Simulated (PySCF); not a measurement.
Gas-phase reaction: 3 ZnCH3 + 2 CH2OH = 3 ZnH2 + COOH + C4H8 (cyclic)

Computed with PySCF (xtb for GFN2) and rigid-rotor harmonic-oscillator thermochemistry at 1 bar. † marks an energy on the PBE0/def2-TZVP geometry and frequencies; other levels use their own. MP2 freezes the core. 6-31G* has spherical d functions here. Open shells (unrestricted): ZnCH3 (multiplicity 2), CH2OH (multiplicity 2), COOH (multiplicity 2); the rest are closed-shell singlets. GFN2 has no spin-polarisation term. B3LYP is the form with VWN-RPA correlation. Zn: all electrons, no relativistic terms. No R ln 2 is added for the mirror-image form of CH2OH. ZnCH3, ZnH2: computed as isolated molecules; such fragments, hydroxides, amides, oligomers or adducts are transient or little studied in the gas. MP2 isn't extrapolated to the basis-set limit; its ΔH°(298 K) is -354.7 kJ in def2-SVP and -317.7 kJ in def2-TZVPP. The harmonic model lacks anharmonicity and excited electronic states, which grow with temperature; levels with a mode under 35 cm⁻¹ are left out. Internal rotation in CH2OH, COOH is treated as a harmonic vibration of one conformer, which makes the entropy rough.

```csv
level,"ΔE electronic, kJ","ΔH°(298 K), kJ","ΔS°(298 K), J/K","ΔG°(800 K), kJ"
B3LYP/6-31G*,-208,-248,-114,-158
BLYP/def2-TZVP†,-228,-261,-128,-157
GFN2-xTB,-762,-797,-129,-693
HF/6-31G*,-90,-133,-117,-40
M06-2X/def2-TZVP†,-200,-232,-128,-128
MP2/def2-TZVPP†,-285,-318,-128,-214
PBE0/def2-SVP†,-273,-305,-128,-201
PBE0/def2-TZVP,-243,-275,-128,-171
ωB97M-V/def2-TZVP†,-295,-328,-128,-224
```
ΔH° is lowest at GFN2-xTB and highest at HF/6-31G*. No reference value is set beside these.
